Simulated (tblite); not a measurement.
C3H6AuN, charge -1, doublet, at a GFN2-xTB geometry (such geometries of metal compounds can be far from the true shape) (the multiplicity is a formal guess); GFN1-xTB in tblite.

The tblite input:
```
$ tblite run mol.xyz --method gfn1 --charge -1 --spin 1 --etemp 2000 --json tblite.json --no-restart

# file mol.xyz
11

Au     0.34171143     0.05507365    -0.33703847
C      1.69981826     0.54047931    -1.83234399
H      2.59589301    -0.09487127    -1.83550291
H      2.08123020     1.56807971    -1.76832366
H      1.28739199     0.45357164    -2.84633168
C     -2.61680380    -0.72151647     2.75728783
N     -1.91917145     0.00814549     1.70604424
C     -0.92838272    -0.42548863     1.07705401
H     -2.58700067    -0.13211063     3.68165130
H     -2.19777157    -1.72115018     2.96929065
H     -3.66853661    -0.84220084     2.47095867
```

Task: Write the output that tblite gives for this input, abridged.

Result: 
```
xTB calculator
 | screened Coulomb repulsion
 | Coulomb electrostatics
 |  * isotropic Klopman-Ohno-Mataga-Nishimoto electrostatics
 |  * onsite third-order electrostatics
 | DFT-D3(BJ) dispersion correction

halogen bonding energy    0.0000000000000E+00 Eh
repulsion energy          1.6251912563553E-01 Eh
dispersion energy        -3.2210494550154E-03 Eh
number of electrons       3.5000000000000E+01 e
integral cutoff           2.9451784168471E+01 bohr

------------------------------------------------------------
  cycle        total energy    energy error   density error
------------------------------------------------------------
      1     -16.66172621288  -1.6821024E+01   6.3191043E-01
      2     -16.77895325347  -1.1722704E-01   3.3697108E-01
      3     -16.77263517119   6.3180823E-03   1.6635358E-01
      4     -16.80396178405  -3.1326613E-02   1.6634587E-02
      5     -16.80438839557  -4.2661152E-04   5.4666501E-03
      6     -16.80440356047  -1.5164900E-05   2.9708088E-03
      7     -16.80440396236  -4.0189541E-07   7.1098424E-04
      8     -16.80440454936  -5.8699739E-07   1.8900322E-04
      9     -16.80440467165  -1.2229163E-07   2.4935061E-05
     10     -16.80440467386  -2.2077629E-09   8.4103373E-06
------------------------------------------------------------

electronic energy        -1.6963702750040E+01 Eh
total energy             -1.6804404673860E+01 Eh

Post processing:
 | Mayer-Wiberg bond orders

[Info] JSON dump of results written to 'tblite.json'
```
